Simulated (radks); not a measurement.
The numbers below are computed, except where a source is named.
Species: Sn6+. Configuration: [Kr] 4d8 (the NIST ground configuration).

Level of theory: Dirac Kohn-Sham, relativistic LDA (MacDonald-Vosko exchange, VWN5 correlation), spin-unpolarised, spherical densities, finite nucleus; open shells fill j = l - 1/2 first; Fermi nuclear charge, rms radius 4.6519 fm (a radial shooting solver on a logarithmic mesh with Libxc functionals).

Energy parts (hartree):
part                        energy
total                  -6155.28674
kinetic                 6463.39693
electron-nucleus      -14800.15597
Hartree                 2329.84913
exchange-correlation    -148.37684

Orbitals (lengths in bohr, moments of r in powers of bohr; <r^-3> diverges for s and p1/2):
orbital	occ.	eigenvalue (hartree)	<1/r>	<r^-3>
1s1/2	2	-1062.592	52.88	-
2s1/2	2	-163.3479	12.27	-
2p1/2	2	-153.0174	12.26	-
2p3/2	4	-144.6197	11.42	4274
3s1/2	2	-34.10095	4.339	-
3p1/2	2	-29.86862	4.253	-
3p3/2	4	-28.33232	4.046	796.8
3d3/2	4	-20.78970	3.898	125.6
3d5/2	6	-20.47073	3.844	117.3
4s1/2	2	-7.98050	1.731	-
4p1/2	2	-6.54551	1.624	-
4p3/2	4	-6.25336	1.559	151.8
4d3/2	4	-3.94574	1.320	18.06
4d5/2	4	-3.90076	1.305	16.76
5s1/2	0	-2.72010	0.7297	-
5p1/2	0	-2.30048	0.6669	-
5p3/2	0	-2.24208	0.6493	30.73

The highest occupied level is 4d5/2 at -106.15 eV. The density falls to 0.001 e/bohr^3 at r = 2.52 bohr. For comparison, the ionisation energy in NIST's Atomic Spectra Database is 113 eV (theoretical). In exact Kohn-Sham theory the highest level is minus the ionisation energy, but local and semilocal functionals leave it too shallow, through self-interaction and a potential that decays too fast; potentials with the right tail come closer. Summed over all electrons, <r^2> = 18.39 bohr^2, which gives a Langevin (diamagnetic) susceptibility term of -14.6 x 10^-6 cm^3/mol.

Beside tabulated values, note that spin-unpolarised runs miss the spin-polarisation part of the exchange energy of open shells.
